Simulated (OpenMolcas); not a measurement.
## Ta4+: moving the ligands

Ta4+ with 6 ligands (chloride) in octahedral coordination (Oh) at 2.44 Å. A charge of +0.333 e stands 3.2 Å behind each ligand. Ligand basis ANO-RCC-VDZP.

```json
{"Program": "OpenMolcas", "Method": "CASSCF", "Basis": "ANO-RCC-VTZP [8s7p5d3f2g1h]", "Scalar Hamiltonian": "DKH2, point nucleus", "Active space": "1 electron in 5 orbitals (5d)", "State averaging": "2S+1 = 2 even, 5 roots", "Spin-orbit coupling": "RASSI with atomic mean-field integrals over the reference wave functions"}
```

Runs around this geometry, states (labels of O, the rotations of Oh). Energies in cm-1 above the lowest state or level, χT in cm3 K/mol; under a threefold ground state the first gap can be a small split of the lowest multiplet, not the spin-orbit step; 10Dq is the gap between the two states.

| R (Å) | Ground state | First state of that spin | 10Dq | First gap with spin-orbit (degeneracies) | χT at 300 K |
| --- | --- | --- | --- | --- | --- |
| 2.32 | 2T2 | 2E 29752 | 29752 | 3231 (4, 2) | 0.047 |
| 2.44 | 2T2 | 2E 24382 | 24382 | 3434 (4, 2) | 0.046 |
| 2.52 | 2T2 | 2E 21265 | 21265 | 3552 (4, 2) | 0.048 |

Taking |10Dq| as R^-n, n = -ln(21265 / 29752) / ln(2.52 / 2.32) = 4.1 between the shortest and longest distance. The point-charge formula for a cubic d site gives n = 5.

An orbital triplet at a regular site is open to Jahn-Teller coupling, which can distort the site and quench the lowest spin-orbit gaps and is left out. With metal d orbitals alone the field can be off either way by tens of per cent. Ligand-to-metal charge-transfer states are missing. The least metal-like active orbital is 65 % on the metal (Löwdin) and no ligand orbital is active, so the numbers are rough (holds for R = 2.32). The least metal-like active orbital is 72 % on the metal (Löwdin) and no ligand orbital is active, so the numbers are rough (holds for R = 2.44). The least metal-like active orbital is 74 % on the metal (Löwdin) and no ligand orbital is active, so the numbers are rough (holds for R = 2.52). No measured value stands beside these numbers; the geometry was imposed, not optimised, and the real ion may take another.
